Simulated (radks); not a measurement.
Question: Coherent X-ray form factor from a spherical all-electron density. Method: scalar-relativistic Kohn-Sham, LDA (Slater exchange, Perdew-Wang correlation), spin-polarised, spherical densities, point nucleus; computed with a radial shooting solver on a logarithmic mesh with Libxc functionals.

sin(theta)/lambda (1/angstrom)  f0 (electrons)
0.05                                     0.985
0.1                                      0.944
0.15                                     0.880
0.2                                      0.801
0.25                                     0.715
0.3                                      0.627
0.4                                      0.466
0.5                                      0.337
0.6                                      0.241
0.8                                      0.125
1                                        0.068
1.25                                     0.034
1.5                                      0.019
2                                        0.007

The species is in the configuration that NIST lists as its ground one. Which atom or ion scatters so?

Answer: The helium ion He+, 1s1. Extrapolating in s^2 from the first two rows gives f0(0) = 1.0, near the electron count 1; among species with that count, the fall with angle is slower the higher Z, and the table is that of Z = 2; from so few rows the species is fixed only to a neighbour or two.
